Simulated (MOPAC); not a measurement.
MOPAC input (PM6):

```
PM6 FORCE THERMO(298,298) PRECISE LET UHF MS=0.5 GEO-OK AUX(PRECISION=9) THREADS=1
CH4BO2

C    -1.42246568 1   -0.27939041 1   -0.03412350 1
B     0.13917214 1    0.05463871 1   -0.00536004 1
O     0.36880867 1    1.31693868 1   -0.38632731 1
O     1.15003234 1   -0.80547736 1    0.35511216 1
H    -1.72790771 1   -0.55878878 1    0.97426056 1
H    -2.01082492 1    0.58104897 1   -0.35819215 1
H    -1.58043288 1   -1.10091731 1   -0.73297234 1
H     0.90814635 1   -1.68791050 1    0.61442470 1
```

From the output:

```
     H    8   0.025212   3.456608

          HEAT OF FORMATION =    -100.739577 KCALS/MOLE

          ZERO POINT ENERGY      30.943 KCAL/MOL

           NORMAL COORDINATE ANALYSIS (Total motion = 1 Angstrom)

   Root No.       1         2         3         4         5         6         7         8

                 1 A"      1 A'      2 A'      2 A"      3 A"      3 A'      4 A'      4 A"

                  92.3     196.6     320.1     419.5     459.1     751.2     792.1     820.5

           1   -0.0000   -0.0499   -0.0645    0.0000    0.0000    0.0284    0.0768   -0.0000
           2    0.0000   -0.1039    0.0466   -0.0000   -0.0000    0.0377   -0.0484    0.0000
           3    0.0038    0.0000   -0.0000   -0.0038   -0.0018   -0.0000    0.0000    0.0693
           4   -0.0000   -0.0756   -0.0708   -0.0000    0.0000    0.0040   -0.0181    0.0000
           5    0.0000    0.0520   -0.0542    0.0000   -0.0000   -0.0005   -0.0243   -0.0000
           6    0.0016   -0.0000    0.0000    0.1313   -0.0986    0.0000    0.0000   -0.0827
           7    0.0000    0.1484    0.0189    0.0000   -0.0000   -0.0099   -0.0059   -0.0000
           8   -0.0000    0.0034   -0.0693   -0.0000    0.0000   -0.0466    0.0044    0.0000
           9   -0.0261    0.0000    0.0000   -0.0261    0.0425    0.0000   -0.0000    0.0087
          10   -0.0000   -0.0450    0.0770    0.0000    0.0000   -0.0415   -0.0639   -0.0000
          11    0.0000    0.0630    0.0549   -0.0000   -0.0000    0.0327    0.0387    0.0000
          12    0.0203   -0.0000   -0.0000   -0.0621   -0.0197   -0.0000   -0.0000    0.0130
          13   -0.0041   -0.0260   -0.1375   -0.1832    0.0843    0.1936   -0.0908   -0.3424
          14   -0.2669   -0.1435    0.0877    0.0009   -0.0032   -0.0562    0.0570    0.0025
          15   -0.1519   -0.0111   -0.0047   -0.0789    0.0290    0.0152   -0.0070   -0.0791
          16   -0.0000   -0.1463    0.0490    0.0000   -0.0000   -0.1905    0.3604    0.0000
          17    0.0000   -0.1444    0.0950   -0.0000    0.0000   -0.0613    0.0805   -0.0000
          18    0.3004    0.0000   -0.0000   -0.0913    0.0429   -0.0000    0.0000   -0.0885
          19    0.0041   -0.0260   -0.1375    0.1832   -0.0843    0.1936   -0.0908    0.3424
          20    0.2669   -0.1435    0.0877   -0.0009    0.0032   -0.0562    0.0570   -0.0025
          21   -0.1519    0.0111    0.0047   -0.0789    0.0290   -0.0152    0.0070   -0.0790
          22   -0.0000   -0.0380    0.2311   -0.0000   -0.0000    0.2389    0.2086    0.0000
          23    0.0000    0.0575   -0.0153    0.0000    0.0000   -0.0491   -0.0415   -0.0000
          24    0.0336   -0.0000    0.0000    0.2864    0.6160    0.0000    0.0000   -0.0351

   Root No.       9        10        11        12        13        14        15        16

                 5 A'      6 A'      7 A'      8 A'      5 A"      9 A'     10 A'     11 A'

                 904.6    1093.5    1230.9    1235.0    1245.5    1463.2    2460.6    2690.4

           1   -0.0632   -0.1397   -0.0263   -0.0449    0.0000    0.0479   -0.0004    0.0009
           2    0.0027   -0.0486   -0.0431    0.0201   -0.0000   -0.0194    0.0014   -0.0496
           3   -0.0000    0.0000    0.0000   -0.0000   -0.0462    0.0000   -0.0000    0.0000
           4    0.0329    0.2163   -0.0378   -0.0314   -0.0000   -0.0764   -0.0072   -0.0007
           5   -0.0086    0.0739    0.0000    0.0081    0.0000    0.2626   -0.0109   -0.0015
           6    0.0000    0.0000   -0.0000   -0.0000    0.0005   -0.0000    0.0000    0.0000
           7    0.0231   -0.0127    0.0067    0.0024   -0.0000   -0.0272    0.0005    0.0003
           8    0.0826   -0.0823    0.0156    0.0088    0.0000   -0.0798    0.0010    0.0001
           9   -0.0000    0.0000   -0.0000   -0.0000   -0.0004    0.0000   -0.0000   -0.0000
          10   -0.0122   -0.0390    0.0087    0.0097    0.0000    0.0384   -0.0112   -0.0001
          11   -0.0639    0.0526   -0.0135   -0.0128    0.0000   -0.0815   -0.0490   -0.0004
          12    0.0000   -0.0000    0.0000    0.0000   -0.0002    0.0000    0.0000    0.0000
          13   -0.0776   -0.0322    0.2066    0.1869   -0.1248   -0.0986   -0.0002    0.0823
          14   -0.0144    0.0576    0.2492   -0.1951    0.2156    0.0326   -0.0044    0.0988
          15   -0.0184    0.0694    0.2396   -0.0371    0.0555   -0.0204    0.0124   -0.2142
          16   -0.0839    0.1996    0.0455    0.3046   -0.0000    0.0565   -0.0015   -0.1723
          17   -0.0115    0.0828    0.0042    0.1391    0.0000    0.0065    0.0014    0.4071
          18   -0.0000    0.0000    0.0000    0.0000    0.4423   -0.0000   -0.0000   -0.0000
          19   -0.0776   -0.0322    0.2066    0.1869    0.1248   -0.0986   -0.0002    0.0823
          20   -0.0144    0.0576    0.2492   -0.1951   -0.2156    0.0326   -0.0045    0.0989
          21    0.0184   -0.0694   -0.2396    0.0371    0.0555    0.0204   -0.0124    0.2141
          22    0.4657    0.0296    0.0161    0.0011    0.0000    0.2116    0.2533    0.0018
          23   -0.1956    0.0603   -0.0222   -0.0129    0.0000   -0.0950    0.8695    0.0060
          24    0.0000   -0.0000    0.0000    0.0000   -0.0001    0.0000   -0.0000    0.0000

   Root No.      17        18

                 6 A"     12 A'

                2697.6    2772.2

           1    0.0000    0.0221
           2   -0.0000   -0.0023
           3   -0.0575    0.0000
           4    0.0000    0.0038
           5   -0.0000   -0.0006
           6   -0.0017    0.0000
           7    0.0000    0.0002
           8   -0.0000    0.0002
           9   -0.0001    0.0000
          10   -0.0000   -0.0003
          11   -0.0000    0.0008
          12   -0.0001    0.0000
          13   -0.1499   -0.0897
          14   -0.2264   -0.1490
          15    0.3662    0.2563
          16    0.0000   -0.1206
          17   -0.0000    0.3235
          18   -0.0274   -0.0000
          19    0.1499   -0.0897
          20    0.2264   -0.1490
          21    0.3662   -0.2563
          22   -0.0000   -0.0019
          23    0.0000   -0.0079
          24    0.0013    0.0000

           MASS-WEIGHTED COORDINATE ANALYSIS (NORMAL COORDINATES)

   Root No.       1         2         3         4         5         6         7         8

                 1 A"      1 A'      2 A'      2 A"      3 A"      3 A'      4 A'      4 A"

                  92.3     196.6     320.1     419.5     459.1     751.2     792.1     820.5

           1   -0.0000   -0.1946   -0.3140    0.0000    0.0000    0.1823    0.4178   -0.0000
           2    0.0000   -0.4053    0.2269   -0.0000   -0.0000    0.2421   -0.2634    0.0000
           3    0.0238    0.0000   -0.0000   -0.0200   -0.0084   -0.0000    0.0000    0.3826
           4   -0.0000   -0.2797   -0.3268   -0.0000    0.0000    0.0247   -0.0933    0.0000
           5    0.0000    0.1924   -0.2503    0.0000   -0.0000   -0.0031   -0.1257   -0.0000
           6    0.0095   -0.0000    0.0000    0.6581   -0.4410    0.0000    0.0000   -0.4333
           7    0.0000    0.6681    0.1061    0.0000   -0.0000   -0.0738   -0.0370   -0.0000
           8   -0.0000    0.0153   -0.3895   -0.0000    0.0000   -0.3458    0.0278    0.0000
           9   -0.1908    0.0000    0.0000   -0.1592    0.2314    0.0000   -0.0000    0.0552
          10   -0.0000   -0.2026    0.4328    0.0000    0.0000   -0.3080   -0.4017   -0.0000
          11    0.0000    0.2837    0.3084   -0.0000   -0.0000    0.2429    0.2432    0.0000
          12    0.1485   -0.0000   -0.0000   -0.3787   -0.1073   -0.0000   -0.0000    0.0826
          13   -0.0075   -0.0293   -0.1938   -0.2803    0.1151    0.3605   -0.1431   -0.5480
          14   -0.4892   -0.1621    0.1236    0.0013   -0.0043   -0.1047    0.0899    0.0039
          15   -0.2784   -0.0125   -0.0066   -0.1207    0.0396    0.0283   -0.0111   -0.1265
          16   -0.0000   -0.1653    0.0690    0.0000   -0.0000   -0.3548    0.5682    0.0000
          17    0.0000   -0.1631    0.1340   -0.0000    0.0000   -0.1143    0.1269   -0.0000
          18    0.5507    0.0000   -0.0000   -0.1398    0.0586   -0.0000    0.0000   -0.1417
          19    0.0075   -0.0293   -0.1938    0.2803   -0.1151    0.3605   -0.1431    0.5480
          20    0.4892   -0.1621    0.1236   -0.0013    0.0043   -0.1047    0.0899   -0.0040
          21   -0.2784    0.0125    0.0066   -0.1207    0.0396   -0.0282    0.0111   -0.1265
          22   -0.0000   -0.0429    0.3258   -0.0000   -0.0000    0.4449    0.3289    0.0000
          23    0.0000    0.0650   -0.0216    0.0000    0.0000   -0.0915   -0.0654   -0.0000
          24    0.0615   -0.0000    0.0000    0.4381    0.8410    0.0000    0.0000   -0.0562

   Root No.       9        10        11        12        13        14        15        16

                 5 A'      6 A'      7 A'      8 A'      5 A"      9 A'     10 A'     11 A'

                 904.6    1093.5    1230.9    1235.0    1245.5    1463.2    2460.6    2690.4

           1   -0.3028   -0.4665   -0.1472   -0.2802    0.0000    0.1539   -0.0016    0.0051
           2    0.0130   -0.1622   -0.2409    0.1254   -0.0000   -0.0625    0.0051   -0.2895
           3   -0.0000    0.0000    0.0000   -0.0000   -0.2690    0.0000   -0.0000    0.0000
           4    0.1496    0.6853   -0.2004   -0.1858   -0.0000   -0.2327   -0.0255   -0.0040
           5   -0.0392    0.2341    0.0002    0.0480    0.0000    0.8001   -0.0383   -0.0085
           6    0.0000    0.0000   -0.0000   -0.0000    0.0027   -0.0000    0.0000    0.0000
           7    0.1279   -0.0489    0.0434    0.0175   -0.0000   -0.1010    0.0023    0.0023
           8    0.4564   -0.3172    0.1006    0.0633    0.0000   -0.2959    0.0045    0.0009
           9   -0.0000    0.0000   -0.0000   -0.0000   -0.0024    0.0000   -0.0000   -0.0000
          10   -0.0674   -0.1501    0.0559    0.0700    0.0000    0.1424   -0.0479   -0.0010
```
